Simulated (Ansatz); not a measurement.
Al3P3H6Cl6⁺, that is (Cl2Al-mu-PH2)3 with one electron fewer. The state is a doublet with charge 1. Geometry PBE-D4/def2-SVP, that of the neutral singlet; atoms count from 1.

Cartesian coordinates in Å:
```
Al -2.2465 -0.1345 -0.3701
Cl -1.8719 -2.2418 -0.3919
Cl -4.2212 0.6181 -0.5419
P -0.7759 0.6260 -2.1228
Al 1.5576 0.6886 -1.5184
Cl 2.8547 0.4521 -3.1785
Cl 1.6406 2.4485 -0.3066
P 1.7316 -1.1236 0.0632
Al 0.8178 -0.6663 2.2560
Cl 2.2645 0.5225 3.2553
Cl 0.0646 -2.4228 3.1773
P -1.1196 0.6370 1.6177
H -1.0284 -0.1828 -3.2719
H -1.1260 1.9154 -2.6249
H 3.1232 -1.4151 0.2031
H 1.2503 -2.3498 -0.4834
H -0.8437 2.0349 1.5562
H -2.0718 0.5935 2.6817
```

Problem. Estimate the Mulliken populations from the PBE0/def2-SVP orbitals of Ansatz.

Solution. 
```csv
atom,charge (e),spin (α − β)
Al1,0.73,-0.02
Cl2,-0.24,0.05
Cl3,-0.17,0.10
P4,-0.28,0.19
Al5,0.73,-0.02
Cl6,-0.17,0.10
Cl7,-0.24,0.05
P8,-0.28,0.20
Al9,0.70,-0.03
Cl10,-0.17,0.11
Cl11,-0.17,0.11
P12,-0.28,0.20
H13,0.14,-0.01
H14,0.14,-0.01
H15,0.15,-0.01
H16,0.14,-0.01
H17,0.14,-0.01
H18,0.15,-0.01
```
Mulliken values and Mayer orders depend strongly on the basis.

Problem. Where does the spin sit?

Solution. Summed by element: Al -0.07, Cl 0.53, P 0.59, H -0.04, of 1 unpaired in all. Largest on single atoms: P12 0.20, P8 0.20, P4 0.19.

Problem. And the Mayer bond orders between bonded heavy atoms (over 0.3)?

Solution. Al1–Cl2 1.05 (2.14 Å); Al1–Cl3 1.16 (2.12 Å); Al1–P4 0.59 (2.41 Å); Al1–P12 0.61 (2.41 Å); P4–Al5 0.59 (2.41 Å); Al5–Cl6 1.16 (2.12 Å); Al5–Cl7 1.05 (2.14 Å); Al5–P8 0.61 (2.41 Å); P8–Al9 0.57 (2.42 Å); Al9–Cl10 1.12 (2.12 Å); Al9–Cl11 1.12 (2.12 Å); Al9–P12 0.57 (2.42 Å).
